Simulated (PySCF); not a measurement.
A calculated (BP86, PySCF 2.14, x2c-SVPall, the spin-free X2C one-electron Hamiltonian (Gaussian nucleus)) atom or ion has these occupied shells.

```
shell  electrons  orbital energy (eV)  rms radius, mean of both spins (bohr)
 1s α          1              -6996.2                                 0.0675
 1s β          1              -6996.2                                 0.0675
 2s α          1              -821.16                                  0.289
 2s β          1              -819.39                                  0.289
 2p α          3              -700.03                                  0.261
 2p β          3              -698.66                                  0.261
 3s α          1              -95.979                                  0.872
 3s β          1              -91.713                                  0.872
 3p α          3              -61.998                                  0.937
 3p β          3              -57.833                                  0.937
 3d α          5               -9.259                                   1.30
 3d β          1               -6.054                                   1.30
 4s α          1               -5.778                                   3.24
 4s β          1               -5.019                                   3.24
```

Problem. Name the element and its charge.

Solution. Fe (iron, neutral), in [Ar] 3d6 4s2, high-spin 5D determinant.
